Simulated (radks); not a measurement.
All-electron atom: F3+ in [He] 2p4 (not the ground configuration).

Method: non-relativistic Kohn-Sham, PBE, spin-polarised, spherical densities, point nucleus; open shells are filled with parallel spins first; computed with a radial shooting solver on a logarithmic mesh with Libxc functionals.

Energy parts (Ry):
total: -188.10157
kinetic: 187.80941
electron-nucleus: -422.39374
Hartree: 63.32758
exchange-correlation: -16.84483

Orbitals (lengths in bohr, moments of r in powers of bohr):
| orbital | occ. | eigenvalue (Ry) | <r^4> |
|---|---|---|---|
| 1s up | 1 | -54.24118 | 0.004606 |
| 1s down | 1 | -54.09449 | 0.004541 |
| 2p up | 3 | -5.41277 | 1.505 |
| 2p down | 1 | -4.96974 | 1.751 |

The highest occupied level is 2p down at -67.617 eV. Summed over all electrons, <r^2> = 3.556 bohr^2, which gives a Langevin (diamagnetic) susceptibility term of -2.82 x 10^-6 cm^3/mol. Spin moment in Bohr magnetons: 2.
